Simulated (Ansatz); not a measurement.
The same path of a periodic cell of 13 atoms, Be12Ga (surface Be(0001), adsorbate Ga) was run twice with different band settings.

Computed with Ansatz 0.2.0, DFT PBE, scalar-relativistic, plane waves, PAW. Settings: cutoff 420 eV, k mesh 6x6x1, fermi-dirac smearing 0.1 eV, no spin polarisation.

Relaxed end points:

```xyz
13
Lattice="4.5800 0.0000 0.0000 2.2900 3.9664 0.0000 0.0000 0.0000 14.5884" Properties=species:S:1:pos:R:3
Be 0.000 0.000 1.000
Be 2.290 0.000 1.000
Be 1.145 1.983 1.000
Be 3.435 1.983 1.000
Be 0.000 1.322 2.831
Be 2.290 1.315 2.825
Be 1.139 3.309 2.825
Be 3.442 3.309 2.825
Be 0.000 0.009 4.630
Be 2.290 0.001 4.729
Be 1.138 1.980 4.629
Be 3.442 1.980 4.630
Ga 2.284 2.645 6.857
```

```xyz
13
Lattice="4.5800 0.0000 0.0000 2.2900 3.9664 0.0000 0.0000 0.0000 14.5884" Properties=species:S:1:pos:R:3
Be 0.000 0.000 1.000
Be 2.290 0.000 1.000
Be 1.145 1.983 1.000
Be 3.435 1.983 1.000
Be 0.000 1.315 2.825
Be 2.290 1.322 2.831
Be 1.152 3.309 2.825
Be 3.429 3.309 2.825
Be 0.000 0.001 4.729
Be 2.290 0.009 4.630
Be 1.152 1.980 4.630
Be 3.428 1.980 4.629
Ga 4.574 2.645 6.857
```

Common settings: climbing image yes; spring 5.0 eV/Å²; force threshold 0.05 eV/Å; end points relaxed; atoms held 1 to 4.

| run | movable images | optimiser | start path | iteration limit | theory |
| --- | --- | --- | --- | --- | --- |
| 1 | 7 | lbfgs | IDPP | 8 | DFT PBE, scalar-relativistic, plane waves, PAW cutoff 420 eV, k mesh 6x6x1, fermi-dirac smearing 0.1 eV, no spin polarisation |
| 2 | 3 | quadratic models (default) | default | 27 | DFT PBE, scalar-relativistic, plane waves, PAW cutoff 200 eV, k mesh 6x6x1, fermi-dirac smearing 0.1 eV, no spin polarisation |

Task: What does each run give, and how far can it be trusted?

Result: Run 1: converged after 5 iterations, highest image 0.019 eV above the first end. The order of the stationary point at the top wasn't checked.
Run 2: converged after 3 iterations, highest image 0.018 eV above the first end. The order of the stationary point at the top wasn't checked. The plane-wave cutoff is below what these datasets need, so energies and pressures aren't converged.
Limits of this set-up: coarse k mesh, thin slab, slab without dipole correction.
